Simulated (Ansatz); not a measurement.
Ligand-field states of cis-Cu(H2O)2Cl2 (CuCl2O2H4) at its PBE-D4/def2-SVP geometry (relaxed as a doublet).

```
atom    x (Å)    y (Å)    z (Å)
 Cu1   0.2131  -0.5206   0.2822
  O2  -0.9073  -0.1073  -1.4368
  H3  -0.8701  -1.0876  -1.6403
  H4  -0.3171   0.3007  -2.1026
  O5   0.3232   1.5346   0.6632
  H6   0.7818   1.3033   1.5235
  H7  -0.5624   1.8483   0.9378
 Cl8   1.1527  -0.6745   2.2953
 Cl9   0.1862  -2.5969  -0.5223
```

CASSCF(9,5) on the Cu 3d shell in def2-SVP, averaged with equal weights over 5 doublets, then SC-NEVPT2; Ansatz, no spin–orbit coupling. The space holds no ligand orbitals and no second d shell, so covalent complexes are described poorly.

Problem. Estimate the states' energies above the lowest.

Solution. 
| state | CASSCF (eV) | NEVPT2 (eV) |
| --- | --- | --- |
| doublet 1 | 0.00 | 0.00 |
| doublet 2 | 0.83 | 1.23 |
| doublet 3 | 1.10 | 1.51 |
| doublet 4 | 1.10 | 1.54 |
| doublet 5 | 1.17 | 1.61 |
The lowest NEVPT2 state is a doublet. Hardware: 4 threads of Arm Neoverse V1 on a shared host. Wall time 7.5 s, peak host memory 0.63 GiB.
